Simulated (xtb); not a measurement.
H₈N₂OSi₂, SMILES N[Si@@H](O)N[SiH3]. All values are semi-empirical tight-binding results from xtb (GFN2-xTB unless named), good for trends rather than for accurate numbers. Coordinates come from a GFN2-xTB optimisation. The structure was generated by enumeration; whether it is a known compound was not checked. Other conformers were not sampled.

Computed properties:
```json
{
 "orbital_gap": "5.41 eV",
 "dipole_moment": "1.03 D",
 "zero_point_energy": "54.9 kcal/mol",
 "G − E(el) at 298.15 K (modified RRHO)": "33.8 kcal/mol",
 "static polarisability (D4 model)": "83.9 bohr³",
 "solvation energy, GFN2-xTB/ALPB(water)": "-5.8 kcal/mol",
 "solvation energy, GFN2-xTB/ALPB(dmso)": "-9.7 kcal/mol"
}
```
